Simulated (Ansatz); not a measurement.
`B[NH][GaH2]`, relaxed with RKS PBE0-D4/def2-TZVP in the Gaussian-basis code of Ansatz from a GFN2-xTB geometry. The force threshold is 0.005 eV/Å; the program also tests the step.

The species carries charge 0 and has multiplicity 1.

Start:

```xyz
8

B     1.467    0.054   -0.155
N     0.236   -0.112    0.498
Ga   -1.495    0.025   -0.169
H     2.476   -0.077    0.431
H     1.446    0.321   -1.300
H     0.294   -0.348    1.488
H    -1.781    0.392   -1.655
H    -2.643   -0.255    0.860
```

```tsv
step	energy (eV)	largest force (eV/Å)	largest move (Å)
1	-54617.7008	0.539	0.000
2	-54617.7339	0.249	0.089
3	-54617.7396	0.092	0.052
4 (rejected)	-54617.7386	0.290	0.038
5	-54617.7416	0.071	0.018
6	-54617.7435	0.018	0.032
7	-54617.7435	0.007	0.008
8	-54617.7436	0.002	0.002
```

End:

```xyz
8

B     1.406    0.057   -0.168
N     0.221   -0.132    0.553
Ga   -1.490    0.018   -0.147
H     2.472   -0.060    0.373
H     1.337    0.339   -1.333
H     0.311   -0.368    1.531
H    -1.587    0.382   -1.657
H    -2.670   -0.236    0.847
```

Hardware: 2 threads of a server CPU on a shared host. Wall time 16 s, peak host memory 0.33 GiB.
